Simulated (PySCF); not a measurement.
Mo(OSiH3)4 (triplet state).
Bonds: Mo1–O2, Mo1–O7, Mo1–O12, Mo1–O17, O2–Si3, O7–Si8, O12–Si13, O17–Si18. Hydrogens: H4, H5, H6 on Si3; H9, H10, H11 on Si8; H14, H15, H16 on Si13; H19, H20, H21 on Si18.

Method used: PBE0-D3(BJ)/def2-SVP geometry optimisation, gas phase, def2 core potentials past Kr (PySCF).

Give the optimised bond lengths and angles.

```csv
bond,length (Å)
"Mo1–O2, Mo1–O7, Mo1–O12",1.878
Mo1–O17,1.913
"O2–Si3, O7–Si8, O12–Si13",1.673
Si3–H4 and 11 like bonds,1.493
O17–Si18,1.656
```

Bonds in one row agree within 0.01 Å and their mean is given. A selection of angles:
```csv
angle,degrees
O2–Mo1–O7,116.8
O2–Mo1–O12,116.4
O2–Mo1–O17,101.6
O7–Mo1–O17,99.2
Mo1–O2–Si3,143.5
Mo1–O7–Si8,141.7
Mo1–O12–Si13,151.2
```

Torsions: O7–Mo1–O2–Si3 -105° (anticlinal); O2–Mo1–O7–Si8 110° (anticlinal); O2–Mo1–O12–Si13 -94° (anticlinal); O2–Mo1–O17–Si18 126° (anticlinal). The mirror-image conformer, all signs reversed, is as good.

Of the pairs four or more bonds apart, Si13···Si18 is among the closest relative to their van der Waals radii: 4.05 Å, 96 % of the sum of Bondi's values. The Mo–O distances run from 1.876 Å (Mo1–O2) to 1.913 Å (Mo1–O17), a spread of 0.037 Å. Mo1 (molybdenum bonded to 4 O) is distorted tetrahedral (angles from 99.2° to 116.8°). Si3 (silicon bonded to O and 3 H) is tetrahedral (angles from 108.5° to 110.5°).

Point group: C1 (no symmetry element, even within 0.4 Å). No frequency check. ⟨S²⟩ = 2.006 (exact for a triplet: 2.00).
